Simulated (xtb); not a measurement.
H3Cl3HfOSi, charge +1, doublet, at a GFN2-xTB geometry (such geometries of metal compounds can be far from the true shape) (the multiplicity is a formal guess); GFN1-xTB run with xtb.

The xtb input:
```
$ xtb mol.xyz --gfn 1 --chrg 1 --uhf 1 --json

# file mol.xyz
9

Hf     0.33732398     0.18090763     0.14628208
Cl     1.31948758     0.75671990     2.05459739
Cl    -1.27596727    -1.39460530     0.84325737
Cl    -1.08649797     1.80773222    -0.37521080
O      0.51348368    -0.75829073    -1.52770470
Si    -0.55598941    -1.53378537    -2.42032434
H     -1.49348295    -1.96750349    -1.12879155
H      0.00862674    -2.76794381    -2.95969979
H     -1.39586725    -0.63797744    -3.22258802
```

The log (banner, timings and long lists left out):

```
   ID    Z sym.   atoms
    1   72 Hf     1
    2   17 Cl     2-4
    3    8 O      5
    4   14 Si     6
    5    1 H      7-9

           -------------------------------------------------
          |                Calculation Setup                |
           -------------------------------------------------

molecular fragmentation (1/2 indicates fragments):
111111112
# atoms in fragment 1/2:     8     1
 fragment masses (1/2) :      330.94        1.01
CMA distance (Bohr)    :   6.890
constraining FC (au)   :  0.0500

           -------------------------------------------------
          |                 G F N 1 - x T B                 |
           -------------------------------------------------

          ...................................................
          :                      SETUP                      :
          :.................................................:
          :  # basis functions                  60          :
          :  # atomic orbitals                  55          :
          :  # shells                           23          :
          :  # electrons                        37          :
          :  # halogen bonds                     3          :
          :  max. iterations                   250          :
          :  Hamiltonian                  GFN1-xTB          :
          :  restarted?                      false          :
          :  GBSA solvation                  false          :
          :  PC potential                    false          :
          :  electronic temp.          300.0000000     K    :
          :  accuracy                    1.0000000          :
          :  -> integral cutoff          0.2500000E+02      :
          :  -> integral neglect         0.1000000E-07      :
          :  -> SCF convergence          0.1000000E-05 Eh   :
          :  -> wf. convergence          0.2000000E-04 e    :
          :  Broyden damping             0.4000000          :
          :  net charge                          1          :
          :  unpaired electrons                  1          :
          ...................................................

 iter      E             dE          RMSdq      gap      omega  full diag
   1    -21.8694475 -0.218694E+02  0.721E+00    1.79       0.0  T
   2    -21.8718394 -0.239183E-02  0.487E+00    3.32       1.0  T
   3    -21.6923777  0.179462E+00  0.463E+00    0.99       1.0  T
   4    -21.9016399 -0.209262E+00  0.164E+00    2.98       1.0  T
[...]
         :: total energy             -21.841065881535 Eh    ::
[...]
        30                         -0.2521012              -6.8600
       ...                                ...                  ...
        55                          1.2211539              33.2293
      -------------------------------------------------------------
                  HL-Gap            0.0861064 Eh            2.3431 eV
             Fermi-level           -0.5875370 Eh          -15.9877 eV

  Mulliken/CM5 charges         n(s)   n(p)   n(d)
     1Hf    1.27856  1.83485   0.647  1.177  0.897
     2Cl   -0.18211 -0.30683   1.825  5.363 -0.006
     3Cl   -0.03529 -0.12911   1.860  5.180 -0.005
     4Cl   -0.19302 -0.31644   1.822  5.377 -0.006
     5O    -0.54097 -0.74839   1.632  4.909  0.000
     6Si    0.52709  0.27972   1.213  1.449  0.811
     7H     0.09986  0.16560   0.900  0.000  0.000
     8H     0.02850  0.11660   0.971  0.000  0.000
     9H     0.01738  0.10400   0.983  0.000  0.000

Wiberg/Mayer (AO) data.
largest (>0.10) Wiberg bond orders for each atom

 ---------------------------------------------------------------------------
     #   Z sym  total        # sym  WBO       # sym  WBO       # sym  WBO
 ---------------------------------------------------------------------------
     1  72 Hf   4.377 --     4 Cl   1.282     2 Cl   1.281     3 Cl   0.891
                             5 O    0.717     6 Si   0.139
     2  17 Cl   1.396 --     1 Hf   1.281
     3  17 Cl   1.471 --     1 Hf   0.891     7 H    0.285     6 Si   0.151
     4  17 Cl   1.395 --     1 Hf   1.282
     5   8 O    2.354 --     6 Si   1.537     1 Hf   0.717
     6  14 Si   4.123 --     5 O    1.537     8 H    0.876     9 H    0.870
                             7 H    0.533     3 Cl   0.151     1 Hf   0.139
     7   1 H    0.915 --     6 Si   0.533     3 Cl   0.285
     8   1 H    0.988 --     6 Si   0.876
     9   1 H    0.988 --     6 Si   0.870
 ---------------------------------------------------------------------------

Topologies differ in total number of bonds
Writing topology from bond orders to xtbtopo.mol

 dipole moment from electron density (au)
     X       Y       Z
   0.0127  -1.9056  -2.0810  total (Debye):    7.172

           -------------------------------------------------
          | TOTAL ENERGY              -21.841065881535 Eh   |
          | GRADIENT NORM               0.042366047320 Eh/α |
          | HOMO-LUMO GAP               2.343073943723 eV   |
           -------------------------------------------------

normal termination of xtb
```
